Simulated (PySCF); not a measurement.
Adding and removing an electron: TlGe

UHF-CCSD; PySCF, scalar-relativistic core potentials, basis sets Tl def2-SVP with ECP60, Ge def2-SVP. Neutral (UHF): quartet (σ ↑, π ↑↑), Re = 2.759 Å, ωe = 156 cm⁻¹, De = 1.79 eV.

TlGe⁺ (UHF): triplet (σ ↑, π ↑), Re = 3.344 Å, ωe = 71.2 cm⁻¹. The energies at the minima are -2246.87921 hartree for TlGe and -2246.63971 for TlGe⁺.

(1) Work out the adiabatic ionisation energy, without and with harmonic zero-point energies (1 hartree = 27.2114 eV, 1 eV = 8065.5 cm⁻¹), and the change of the bond length.

Correlated steps freeze 13 core orbitals. Correlated levels converge slowly with the basis: in double zeta they bind strong bonds too weakly, by up to about 1 eV, and carry superposition errors of some tenths. These are scalar-relativistic numbers at best; spin–orbit coupling would shift them, the dissociation energy most. States were picked by a PBE0 search and need not be the measured ground states.

## Answers

(1) At UHF-CCSD: 0.23950 hartree = 6.517 eV between the minima; the zero-point term (71.2 − 156.0)/2 cm⁻¹ = -0.005 eV makes it 6.512 eV. Re changes by +58.5 pm against the neutral. The electron leaves a π orbital, and the ion is left as a loose complex of an ion and an atom.
